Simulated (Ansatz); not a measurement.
barium atom (Ba), singlet (core potentials on Ba); SC-NEVPT2/def2-SVP, CASSCF(2,2) in Ansatz (a quantum-chemistry and plane-wave program).

Ansatz was given this input:
Ansatz 0.2 input:
```yaml
crystal:
  periodic: [false, false, false]
  atoms:
    - {symbol: Ba, position_ang: [0.00000000, 0.00000000, 0.00000000]}
basis:
  gaussian:
    orbitals: def2-SVP
magnetization: {spin_polarized: false}
correlation: {method: sc_nevpt2, electrons: all, active_space: {window: {electrons: 2, orbitals: 2}}}
```

Task: Predict the main parts of the log of this Ansatz run.

Result: 
```
Functional definition: HF
205 factors; integrals over basis functions are off by at most 1.1e-4 eV
mean field evaluation 1: about -682.2138 eV, gradient 1.0e-2 eV
mean field evaluation 2: about -682.2138 eV, gradient 1.0e-2 eV
mean field evaluation 4: about -682.2138 eV, gradient 2.3e-5 eV
mean field -682.21379883 eV, -25.0708946857 hartree, gradient 1.8e-6 eV, S^2 0.000000; 0 other end points of the search recorded, 0 dependent functions left out
reference -682.21379883 eV, -25.0708946857 hartree; 5, 5 occupied and 25, 25 virtual orbitals, 205 factors
state -682.41811065 eV, -25.0784030067 hartree
state -682.41811065 eV, -25.0784030067 hartree; corrected -685.00526047 eV, -25.1734790089 hartree
Total energy: -685.00526047 eV, -25.1734790089 hartree
```
